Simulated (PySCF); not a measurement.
FHSi, neutral, multiplicity 1. Atoms are numbered in the order given.

```xyz
3

Si     0.1183     0.5903     0.0000
H     -1.3914     0.8970     0.0000
F     -0.0295    -1.0179     0.0000
```

Geometry: r2SCAN-D4/def2-TZVPD. The isomer is the one that the SMILES or the coordinates give; other isomers of the formula were not compared.

Computed with PySCF with PBE/def2-TZVPD.

Symmetry labels are those of the subgroup Cs that the program uses (full group Cs).

Computed valence orbital energies around the gap with their symmetry:
```csv
orbital,symmetry,energy (eV)
HOMO−7,A',-95.46
HOMO−6,A',-95.30
HOMO−5,A',-29.83
HOMO−4,A',-13.38
HOMO−3,A',-10.86
HOMO−2,A",-10.80
HOMO−1,A',-9.84
HOMO,A',-5.89
LUMO,A",-3.59
LUMO+1,A',-1.07
LUMO+2,A',0.26
LUMO+3,A',0.84
```
